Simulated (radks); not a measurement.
Task: Ru5+, 39 electrons, occupied as [Kr] 4d3 (the NIST ground configuration). All-electron calculation, Dirac Kohn-Sham, PBE, spin-unpolarised, spherical densities, finite nucleus; open shells fill j = l - 1/2 first; Fermi nuclear charge, rms radius 4.4809 fm. Program: a radial shooting solver on a logarithmic mesh with Libxc functionals.

Spin-orbit splittings of the eigenvalues, e(l+1/2) - e(l-1/2), with zeta = 2 splitting/(2l+1) and mean radii in bohr:

| shell | occ. | splitting (eV) | zeta (eV) | <r> j=l-1/2 | <r> j=l+1/2 |
|---|---|---|---|---|---|
| 2p | 6 | 130.9 | 87.27 | 0.1236 | 0.1284 |
| 3p | 6 | 22.25 | 14.83 | 0.3954 | 0.4060 |
| 3d | 10 | 4.340 | 1.736 | 0.3816 | 0.3850 |
| 4p | 6 | 3.694 | 2.462 | 1.063 | 1.088 |
| 4d | 3 | ? | ? | 1.308 | 1.317 |

Estimate the 4d splitting.

Result: 0.5029 eV (zeta = 0.2012 eV).
